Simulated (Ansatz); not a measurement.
`B[SiH2][InH2]` + `OBF` → `B[SiH2]OBF` + `[InH3]` at 500 K and 1 bar (cleavage of the Si–In bond).

Calculated with Ansatz (gas phase, PBE0-D4/def2-TZVP geometries, no zero-point term in ΔE). CCSD(T)/CBS adds triple-zeta CCSD(T) − MP2 to the extrapolated MP2 energy (def2 sets, frozen cores). This one scheme is used for every species. def2 core potentials past Kr. For In outer-core shells are correlated without core-valence functions, which leaves a few kJ/mol of doubt a bond. Each species was taken in one conformer, which may not be the lowest.

```csv
species,CCSD(T)/CBS energy (Eh),H − E (kJ/mol),S (J/(mol·K))
`B[SiH2][InH2]`,-507.23462,173.7,407.3
`OBF`,-201.07426,102.6,282.2
`B[SiH2]OBF`,-516.74846,199.4,425.3
`[InH3]`,-191.56739,65.2,255.5
```

H − E and S are ideal-gas, rigid-rotor, harmonic terms from PBE0-D4/def2-TZVP, for one conformer and one mirror image of each species. 1 Eh = 2625.50 kJ/mol, R = 8.31446 J/(mol·K).

**Question.** By hand: ΔE, ΔH, ΔS and ΔG.

**Answer.** ΔE = (-516.74846) + (-191.56739) − (-507.23462) − (-201.07426) = -0.00697 Eh = -18.3 kJ/mol. Δ(H − E) = 199.4 + 65.2 − 173.7 − 102.6 = -11.7, so ΔH = -30.0 kJ/mol. ΔS = 425.3 + 255.5 − 407.3 − 282.2 = -8.7 J/(mol·K). ΔG = -30.0 − 500 × (-8.7)/1000 = -25.6 kJ/mol.

**Question.** By hand: the equilibrium constant, and the temperature at which ΔG would vanish if ΔH and ΔS stayed fixed.

**Answer.** log₁₀ K = −ΔG/(RT ln 10) = 2.7. ΔG = 0 at ΔH/ΔS = 3448 K, far beyond where these terms or the molecules hold.

The number of gas molecules stays the same, so ΔS is small and ΔH decides. A doubt of 5 kJ/mol in ΔE shifts log₁₀ K by 0.5 here. Other conformers and mirror images would add mixing entropy, several J/(mol·K) or more a flexible species. Modes under 60 cm⁻¹, often nearly free rotors, make the harmonic entropy too high. These are equilibria of isolated gas molecules and say nothing of rates. Largest T1 diagnostic: 0.015 (customary marks: 0.02 for closed shells, 0.045 for open ones).
